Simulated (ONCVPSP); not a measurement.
**Before and after: ONCV potential for tellurium (Te)**

```
Element                 : tellurium (Te)
Generator               : ONCVPSP 4.0.1
Type                    : optimised norm-conserving Vanderbilt (ONCV)
Functional              : PBE
Relativity              : fully relativistic
Frozen core             : [Kr]
Valence charge          : 16
Reference configuration : 4d10 5s2 5p3.5 (charge +0.5)
Partial waves           : 5s: rc 1.70 bohr, ncon 4, nbas 7, qcut 3.2 1/bohr, 2 projectors, debl 3.6 Ha; 5p: rc 1.90 bohr, ncon 4, nbas 7, qcut 4.3 1/bohr, 3 projectors, debl 1.9 Ha; 4d: rc 1.55 bohr, ncon 3, nbas 8, qcut 8.3 1/bohr, 2 projectors, debl 2.3 Ha
Local potential         : polynomial inside 1.35 bohr (lpopt 4, dvloc0 1 Ha)
Core correction         : Teter function, parameters optimised by the program
```

Open shells are filled in proportion to 2j + 1.

Change: s: qcut 2.6.

Cutoffs: the cutoffs (Ha) at which the residual kinetic energy of the hardest occupied pseudo-wave falls to 1 and 0.1 mHa per electron; they do not see the model core or the augmentation charge, which bear on the density cutoff. Errors are all-electron minus pseudo energies relative to the spin-unpolarised reference configuration.

Question: Predict the effect on cutoff, ghosts and configuration errors.

Answer: The potential gets neither clearly harder nor softer (31 Ha and 36 Ha → 31 Ha and 38 Ha); both files keep a bound ghost (p); the errors of the 4 common tests hardly move; the range in which the s phases agree widens (upper end 2.7 → at the end of the scan).

| quantity | base | changed |
| --- | --- | --- |
| cutoff, loose | 31 Ha | 31 Ha |
| cutoff, tight | 36 Ha | 38 Ha |
| loose cutoff by channel | s 15 Ha, p 7.9 Ha, d 31 Ha | s 29 Ha, p 7.9 Ha, d 31 Ha |
| bound ghosts | p3/2, p1/2 | p3/2, p1/2 |
| GHOST(+) flags under 300 eV | s at 73.7 eV | s at 83.6 eV |
| error for 4d10 5s2 5p4, meV [ΔE -3.91 eV] | -1.7 | -1.8 |
| error for 4d10 5s2 5p3, meV [ΔE 5.84 eV] | -3.3 | -3.3 |
| error for 4d10 5s2 5p2, meV [ΔE 23.79 eV] | -53 | -53 |
| error for 4d10 5s0 5p6, meV [ΔE 14.72 eV] | -51 | -52 |
| s: phases at 1.72 bohr within 0.05 rad from the reference energy up to (Ha; the scan ends near 5) | 2.7 | to the end of the scan |
| p3/2: phases at 1.93 bohr within 0.05 rad from the reference energy up to (Ha; the scan ends near 5) | to the end of the scan | to the end of the scan |
| p1/2: phases at 1.93 bohr within 0.05 rad from the reference energy up to (Ha; the scan ends near 5) | to the end of the scan | to the end of the scan |
| d5/2: phases at 1.57 bohr within 0.05 rad from the reference energy up to (Ha; the scan ends near 5) | to the end of the scan | to the end of the scan |
| d3/2: phases at 1.57 bohr within 0.05 rad from the reference energy up to (Ha; the scan ends near 5) | to the end of the scan | to the end of the scan |
| rms error of d²Exc/dni dnj with the model core, mHa | 1.14 | 1.14 |

 A true bound ghost makes a file unfit for plane-wave use even where its test errors are small: the radial tests pick states by their node count and pass the ghost by.
